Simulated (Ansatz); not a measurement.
Geometry optimisation, RHF/def2-SVP (Ansatz).

input.yaml

```yaml
crystal:
  periodic: [false, false, false]
  atoms:
    - { symbol: Zr, position_ang: [0.0, 0.0, 0.0] }
    - { symbol: O, position_ang: [0.0, 0.0, 2.42] }
    - { symbol: H, position_ang: [-0.9095, -0.2814, 2.7571] }
    - { symbol: Cl, position_ang: [2.3764, 0.0, -0.8392] }
    - { symbol: Cl, position_ang: [-1.1869, 2.0563, -0.8392] }
    - { symbol: "N", position_ang: [-1.0409, -1.8034, -0.7359] }
    - { symbol: H, position_ang: [-1.5759, -2.4197, -0.0595] }
    - { symbol: H, position_ang: [-1.0055, -2.0526, -1.7656] }
    - { symbol: O, position_ang: [1.2429, 1.8744, 0.7473] }
    - { symbol: Al, position_ang: [2.6974, 1.793, 1.7702] }
    - { symbol: H, position_ang: [3.4151, 0.4269, 1.9983] }
    - { symbol: H, position_ang: [3.2545, 3.0879, 2.4385] }
    - { symbol: H, position_ang: [0.7655, 1.1544, 1.9506] }
basis:
  gaussian: { orbitals: def2-SVP }
hamiltonian:
  xc: hf
relax:
  f_tol: 0.15
  max_steps: 25
  restrain:
    - { distance: [0, 8], at: 3.27, k: 30.0 }
    - { distance: [12, 1], at: 2.21, k: 30.0 }
    - { distance: [0, 1], at: 2.07, k: 30.0 }
    - { distance: [12, 8], at: 1.01, k: 30.0 }
```

Launched with:

```bash
$ ansatz run input.yaml --threads 4 --pin off --max-ram 5120MiB --backend cpu --events-out ev --progress --plain --runs-dir out
```

Where does it end, and by what steps?

The forces met the threshold. The restraints hold the end off the free minimum; the threshold counts their pulls, which the force column leaves out. Restrained pairs: Zr1–O9 (2.37 → 3.25 Å), O2–H13 (1.46 → 2.22 Å), Zr1–O2 (2.42 → 2.01 Å), O9–H13 (1.48 → 0.97 Å). After 22 steps the energy has fallen by 5.508 eV (the restraints' own energy left out); H12 moved furthest, 1.66 Å.

| step | energy less start (eV) | largest force component (eV/Å) | accepted |
| --- | --- | --- | --- |
| 0 | 0.0000 | 6.024 | yes |
| 1 | -1.4918 | 5.228 | yes |
| 2 | -2.6797 | 4.224 | yes |
| 3 | -3.6532 | 3.622 | yes |
| 4 | -4.5348 | 2.090 | yes |
| 5 | -4.7923 | 2.241 | yes |
| 6 | -5.0048 | 2.163 | yes |
| 7 | -5.1555 | 1.657 | yes |
| 8 | -5.2274 | 1.789 | yes |
| 9 | -5.2831 | 1.828 | yes |
| 10 | -5.3309 | 1.898 | yes |
| 11 | -5.3675 | 1.900 | yes |
| 12 | -5.3863 | 2.053 | yes |
| 13 | -5.4225 | 2.154 | yes |
| 14 | -5.4311 | 2.069 | yes |
| 15 | -5.4835 | 2.069 | yes |
| 16 | -5.4862 | 2.091 | yes |
| 17 | -5.4932 | 2.241 | yes |
| 18 | -5.5032 | 2.182 | yes |
| 19 | -5.5048 | 2.225 | yes |
| 20 | -5.5064 | 2.194 | yes |
| 21 | -5.5080 | 2.164 | yes |
| 22 | -5.5081 | 2.182 | yes |

```xyz
13
Properties=species:S:1:pos:R:3
Zr -0.222 -0.002 0.008
O -0.645 -0.202 1.960
H -1.219 -0.517 2.638
Cl 2.214 -0.028 -0.340
Cl -1.273 1.750 -1.206
N -0.917 -1.665 -0.853
H -1.010 -2.563 -0.403
H -1.231 -1.747 -1.807
O 1.279 2.007 2.078
Al 2.949 1.773 1.729
H 3.763 0.732 2.593
H 3.625 2.877 0.838
H 0.720 1.420 2.609
```

The run took 66 s on 4 threads of Arm Neoverse V1, with other jobs on the host, peak memory 0.48 GiB.
